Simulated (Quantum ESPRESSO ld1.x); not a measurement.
Question: The mean radii <r> (bohr) of the occupied orbitals of an atom or ion are listed with their occupations. Method: scalar-relativistic Kohn-Sham, PW91, spin-unpolarised, spherical densities, point nucleus; computed with ld1.x of Quantum ESPRESSO 7.5.

orbital  occ.      <r>
1s          2  0.04029
2s          2   0.1778
2p          6   0.1551
3s          2   0.5101
3p          6   0.5179
3d         10   0.5226
4s          2    1.360
4p          3    1.516

Name the element and its charge.

Answer: Z = 37, rubidium, charge +4: Rb4+ in [Ar] 3d10 4s2 4p3. The 1s radius gives Z: for a bare nucleus <r> = (2 gamma + 1)/(2Z) with gamma = sqrt(1 - (Z/c)^2), 0.03954 bohr for Z = 37, and screening makes it slightly larger (0.04029 here). The occupations add up to 33, and the charge is Z minus that.
